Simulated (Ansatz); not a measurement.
The first iterations of a band of BH3S + BrH (7 atoms, charge 0, multiplicity 1).

Level of theory: RKS CAM-B3LYP/def2-SVP (Ansatz 0.2.0).

- movable images: 9
- climbing image: yes
- spring: 5.0 eV/Å²
- optimiser: quadratic models (default)
- start path: through a guess of the saddle point
- force threshold: 0.05 eV/Å
- iteration limit: 60
- end points: relaxed

Initial state:

```xyz
7
Properties=species:S:1:pos:R:3
B -0.632 -0.350 -1.112
S 1.057 0.035 -0.727
H -0.921 -1.514 -1.073
H -1.421 0.509 -1.394
H 0.682 -0.084 1.901
Br 0.220 0.023 3.249
H 1.015 1.380 -0.844
```

Final state:

```xyz
7
Properties=species:S:1:pos:R:3
B -0.805 -0.296 -0.154
S 1.129 0.157 -0.621
H -0.817 -1.483 -0.364
H -1.398 0.405 -0.936
H 1.771 -0.386 0.438
Br -1.099 0.193 1.757
H 1.219 1.410 -0.121
```

| iteration | highest image above the first end (eV) | largest band force component (eV/Å) |
| --- | --- | --- |
| 1 | 1.481 | 3.110 |
| 2 | 0.853 | 1.776 |
| 3 | 0.804 | 1.596 |
| 4 | 0.793 | 2.189 |

Problem. Does the band converge within its limit, and where does its top end?

Solution. The forces met the threshold. It ended after 13 iterations with the highest image 0.703 eV above the first end. A vibrational analysis at the climbing image gives one clearly imaginary mode, 847i cm⁻¹: a first-order saddle point. The orbitals stay closed-shell, which can raise the energy where a bond breaks towards radicals; this wasn't checked here.

Run time: 3.3 min on 2 threads of Arm Neoverse V2, on a shared host, peak memory 0.2 GiB.
